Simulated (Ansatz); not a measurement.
Compare A (`CCC1CCCCC1`) with its isomer B (`C[C@@H]1CCCC[C@@H]1C`).

Calculated with Ansatz (gas phase, PBE0-D4/def2-TZVP geometries, no zero-point term in ΔE). CCSD(T)/CBS adds triple-zeta CCSD(T) − MP2 to the extrapolated MP2 energy (def2 sets, frozen cores). Functionals use def2-TZVPP. B3LYP here is the variant with VWN-RPA as its local correlation; programs differ in this. One conformer a species, not always the lowest.

(1) Which isomer does CCSD(T)/CBS put lower? Give the gap. (An estimate is asked.)

(2) Give E(B) − E(A) in kJ/mol with PBE0-D4, PBE-D4, MP2/def2-TZVPP, CCSD/def2-TZVPP, B3LYP-D4, B2PLYP, B3LYP. (An estimate is asked.)

Largest T1 diagnostic: 0.009.

Results:

(1) Ansatz gave: B, by 0.2 kJ/mol. So small a gap doesn't settle the order.

(2) Computed: PBE0-D4 1.5, PBE-D4 1.4, MP2/def2-TZVPP -2.5, CCSD/def2-TZVPP 0.7, B3LYP-D4 1.0, B2PLYP 3.5, B3LYP 7.0. The order is the other way round with PBE0-D4, PBE-D4, CCSD/def2-TZVPP, B3LYP-D4, B2PLYP, B3LYP.

The D4 term adds −6.0 kJ/mol with B3LYP and −3.4 kJ/mol with PBE0; it sums over pairs of atoms, weighted by their polarisabilities, and B3LYP, whose exchange is more repulsive, gets the larger term. In def2-TZVPP, CCSD(T) changes the Hartree–Fock value by −9.7 kJ/mol (the triples alone add −1.4 kJ/mol) and MP2 by −11.4 kJ/mol.
